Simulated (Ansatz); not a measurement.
Basis-set series for `CC[NH][GaH2]`. Charge 0, multiplicity 1. The structure was optimised at the PBE0-D4/def2-TZVP level. It is one conformer, not always the lowest.

| functional | basis | functions | energy (Eh) | HOMO (eV) | LUMO (eV) |
| --- | --- | --- | --- | --- | --- |
| PBE0-D4 | def2-SVP | 114 | -2059.87563 | -6.69 | -0.64 |
| PBE0-D4 | def2-QZVPP | 500 | -2060.32511 | -6.77 | -0.83 |
| ωB97M-V | def2-SVP | 114 | -2060.09730 | -8.98 | 1.10 |
| ωB97M-V | def2-QZVPP | 500 | -2060.55317 | -9.08 | 0.62 |

Give the rows for def2-TZVPP. (An estimate is asked.)

Computed: 
| functional | basis | functions | energy (Eh) | HOMO (eV) | LUMO (eV) |
| --- | --- | --- | --- | --- | --- |
| PBE0-D4 | def2-TZVPP | 253 | -2060.27303 | -6.75 | -0.75 |
| ωB97M-V | def2-TZVPP | 253 | -2060.50249 | -9.06 | 0.92 |

Positive LUMOs are unbound and depend on the basis. Scalar relativity is left out up to krypton.
